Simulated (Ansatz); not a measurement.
Calculated with Ansatz (gas phase, PBE0-D4/def2-TZVP geometries, no zero-point term in ΔE). CBS: MP2 limit from def2 TZ/QZ plus the TZ coupled-cluster correction, frozen cores. DFT in def2-TZVPP. Each species was taken in one conformer, which may not be the lowest.

Reaction (substitution at a C–C bond): `[OH][Al]([F])[CH2]CF` + `CSS` → `CSSCF` + `[CH3][Al]([OH])[F]`

Question: Is it downhill or uphill in electronic energy at CCSD(T)/CBS, and by how much? (Estimate.)

Answer: The calculation gave: Downhill: ΔE = -0.10 eV.

Question: What do these levels give: ωB97X-V, ωB97M-V, MP2/def2-TZVPP, SCS-MP2/def2-TZVPP, HF/def2-QZVPP, MP2/CBS(def2)? (An estimate is asked.)

Answer: The calculation gave: ωB97X-V -0.09, ωB97M-V -0.10, MP2/def2-TZVPP -0.11, SCS-MP2/def2-TZVPP -0.08, HF/def2-QZVPP 0.01, MP2/CBS(def2) -0.13 eV.

Largest T1 diagnostic among the species: 0.012.

In def2-TZVPP, CCSD(T) changes the Hartree–Fock value by −0.08 eV (the triples alone add −0.03 eV) and MP2 by −0.12 eV. From PBE to PBE0 (25 % exact exchange), in def2-TZVPP and without D4, ΔE moves by +0.04 eV.
